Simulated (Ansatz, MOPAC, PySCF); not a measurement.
Donor–acceptor adduct: BH3 (SMILES B) (first 4 atoms) with AsH3 (SMILES [AsH3]); geometry from B3LYP-D3(BJ)/def2-TZVP, rigid monomers moved along the line of their centres of mass till B1···As5 is 1.88 Å.
(charge 0, multiplicity 1):
```xyz
8

B     -0.0052    -0.0598     0.6296
H     -0.8662     0.7776     0.5787
H     -0.3529    -1.1824     0.3770
H      1.0665     0.2658     0.1928
As     0.3369    -0.1611     2.4772
H     -0.7851    -0.5510     3.4090
H      0.8096     1.0750     3.2037
H      1.3853    -1.1264     2.9758
```

Interaction energies are E(AB) − E(A) − E(B) at the monomers' geometry in the complex; basis-set methods are counterpoise corrected.

Correlated levels freeze the cores. Filled d and f shells under p-block atoms count as core. CBS(a, b) extrapolates the correlation energy as X⁻³ and adds the Hartree–Fock energy of set b. The state that AM1 reach isn't checked.

The values were computed with Ansatz (Gaussian orbitals); MOPAC for AM1 (differences of heats of formation); PySCF for the dispersion terms. 

| level | interaction energy (meV) |
|---|---|
| AM1 | -456.5 |
| r2SCAN/def2-TZVPPD | -1204.8 |
| r2SCAN-D3(BJ)/def2-TZVPPD | -1223.8 |
| r2SCAN-D4/def2-TZVPPD | -1220.6 |
| PBE0-D4/def2-TZVPPD | -1266.6 |
| MP2/aug-cc-pVDZ | -821.2 |
| MP2/aug-cc-pVTZ | -1014.1 |
| MP2/CBS(aug-cc-pVDZ, aug-cc-pVTZ) | -1075.8 |
| CCSD(T)/CBS(aug-cc-pVDZ, aug-cc-pVTZ) | [?] |

Task: Fill in the missing entries.

Result: 
- CCSD(T)/CBS(aug-cc-pVDZ, aug-cc-pVTZ), interaction energy (meV): -981.1

Ansatz is a first-principles code.
